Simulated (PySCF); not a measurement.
# Computed properties of H₂SSeTe, SMILES S[Te][SeH]

Te(SH)(SeH) (H2SSeTe), SMILES S[Te][SeH]. Coordinates come from a PBE0-D3(BJ)/def2-SVP optimisation. The def2 effective core potentials stand for the cores of Te; spin–orbit coupling is left out. Other conformers were not sampled. All values are computed for the isolated molecule unless a solvent is named; none is compared with measurement here.

**Structure.** All 9 harmonic modes at PBE0-D3(BJ)/def2-SVP (PySCF) are real, so it is a minimum. With heavy atoms numbered as in [Te:1]([SH:2])[SeH:4], the shortest bond between them is Te1–S2 at 2.413 Å and the longest Te1–Se4 at 2.524 Å.

**Vibrations.** The strongest infrared lines (harmonic, unscaled, degenerate partners summed) lie at 307 cm⁻¹ (22 km/mol, H 95 %), 351 cm⁻¹ (17 km/mol, S 79 %, Te 20 %), 2426 cm⁻¹ (10 km/mol, H 99 %). The softest mode is at 104 cm⁻¹ and the zero-point energy is 11.3 kcal/mol.

**Electronic structure.** ωB97X/def2-TZVPD (PySCF) places the frontier levels at -8.95 and -0.19 eV, a gap of 8.76 eV, and gives a dipole moment of 1.48 D and a mean polarisability of 96.4 bohr³.

**Excitations.** TDDFT-M06-2X/def2-SVPD (PySCF) has S1 at 3.41 eV (364 nm, f = 0.003, weak); the most intense of the 10 singlets computed lies at 5.41 eV (f = 0.13). T1 (TDA) is at 2.81 eV. No vertical singlet excitation falls in the visible range (under 3.1 eV).
